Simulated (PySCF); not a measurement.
**The second ionisation energy along the second row**

Calculated with PySCF 2.14 from differences of total energies of unrestricted determinants, without spin-orbit coupling. Values in eV. The last column holds reference values (NIST; (s) semi-empirical, (t) theoretical, else measured). Unmarked ones compare directly (S terms, centres of terms, or small fine structure); those marked * lie between the lowest fine-structure levels and include a spin-orbit shift.

```tsv
element	configurations	PBE0	r2SCAN	MP2 (valence and next inner shell)	CCSD (valence and next inner shell)	SCS-MP2 (valence)	CCSD(T) (valence)	reference
Be (x2c-TZVPPall with one added diffuse shell of s type, spin-free X2C)	[He] 2s1 → 1s2	18.446	18.174	18.158	18.161	n/a	n/a	18.211
B (x2c-TZVPPall with one added diffuse shell each of s, p, d type, spin-free X2C)	[He] 2s2 → [He] 2s1	24.564	24.260	24.427	25.056	24.608	25.067	25.155
C (x2c-TZVPPall with one added diffuse shell each of s, p, d type, spin-free X2C)	[He] 2s2 2p1 → [He] 2s2	24.831	25.000	24.384	24.226	24.332	24.232	24.378
N (x2c-TZVPPall with one added diffuse shell each of s, p, d type, spin-free X2C)	[He] 2s2 2p2 → [He] 2s2 2p1	29.906	30.133	29.628	29.480	29.479	29.474	29.601 (s) *
F (x2c-TZVPPall with one added diffuse shell each of s, p, d type, spin-free X2C)	[He] 2s2 2p4 → [He] 2s2 2p3	35.245	35.105	34.606	34.647	34.688	34.658	34.950
Ne (x2c-TZVPPall with one added diffuse shell each of s, p, d type, spin-free X2C)	[He] 2s2 2p5 → [He] 2s2 2p4	40.991	41.122	40.733	40.667	40.709	40.683	40.963 *
```

Question: Fill in the row of O (x2c-TZVPPall with one added diffuse shell each of s, p, d type, spin-free X2C) ([He] 2s2 2p3 → [He] 2s2 2p2).

Answer: PBE0 35.307; r2SCAN 35.477; MP2 (valence and next inner shell) 35.208; CCSD (valence and next inner shell) 35.035; SCS-MP2 (valence) 34.941; CCSD(T) (valence) 35.025; reference 35.121 * (eV).

"Valence" correlates the outer s and p shells and, in groups 3 to 12 and the f block, the outer d or f shell, open or full, or the next shell where the ion has no valence electron left; the wider scheme adds the next inner shell.
